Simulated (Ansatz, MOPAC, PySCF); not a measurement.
Dimer: H2O (SMILES O) (first 3 atoms) with PH3 (SMILES P); geometry from B3LYP-D3(BJ)/def2-TZVP, rigid monomers moved along the line of their centres of mass till H2···P4 is 3.62 Å.
(charge 0, multiplicity 1):
```xyz
7

O      0.2632    -0.0779    -0.5425
H      0.1242     0.0001     0.4118
H      1.1449     0.2748    -0.6984
P     -0.6906     0.1974     3.9291
H     -0.0549    -0.5197     4.9716
H     -0.8181     1.3927     4.6775
H     -1.9881    -0.2717     4.2455
```

Counterpoise-corrected where a basis set is named; no monomer relaxation. Rows marked so take none.

Correlated levels freeze the cores. CBS: X⁻³ extrapolation of the correlation energy, Hartree–Fock from the larger set. Rows in 3-21G, 6-31G*, STO-3G carry no dispersion term and start afresh at each structure (6-31G* with six Cartesian d functions). MP2/6-31G* freezes PySCF's default core. The state that AM1 reach isn't checked.

Programs: Ansatz (a program for electronic structure) with Gaussian orbitals; MOPAC for AM1 (differences of heats of formation); PySCF for 3-21G rows, 6-31G* rows, STO-3G rows, the dispersion terms. Each number belongs to the level named beside it.

Other levels give for the interaction energy: PBE/def2-TZVPPD -53.8; B3LYP/def2-TZVPPD -41.7; B3LYP-D3(BJ)/def2-TZVPPD -55.5; wB97M-V/def2-TZVPPD -52.5; CCSD(T)/CBS(aug-cc-pV(D+d)Z, aug-cc-pV(T+d)Z) -54.0 meV.

Common cheap choices:

| level | interaction energy (meV) | less -54.0 (CCSD(T)/CBS(aug-cc-pV(D+d)Z, aug-cc-pV(T+d)Z)) |
|---|---|---|
| AM1 | -32.9 | 21.1 |
| HF/STO-3G (no counterpoise) | -24.5 | 29.5 |
| HF/3-21G (no counterpoise) | -74.5 | -20.5 |
| BP86/6-31G* (no counterpoise) | -52.4 | 1.7 |
| B3LYP/6-31G* | -55.7 | -1.7 |
| M06-2X/6-31G* (no counterpoise) | -65.7 | -11.7 |
| MP2/6-31G* | -60.2 | -6.1 |
| MP2/6-31G* (no counterpoise) | -68.6 | -14.6 |
